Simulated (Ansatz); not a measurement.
Species: CH4OSi, SMILES `C1O[SiH2]1` (charge 0, multiplicity 1), formula CH4OSi.

How many basis functions does Ansatz (a first-principles code) with frozen-core CCSD(T)/cc-pVQZ // B3LYP-D3(BJ)/def2-TZVP use, how many core orbitals are frozen, and how many electrons are correlated?

289 basis functions and 7 frozen orbitals, which leaves 18 correlated electrons. Core time is of the order of minutes.
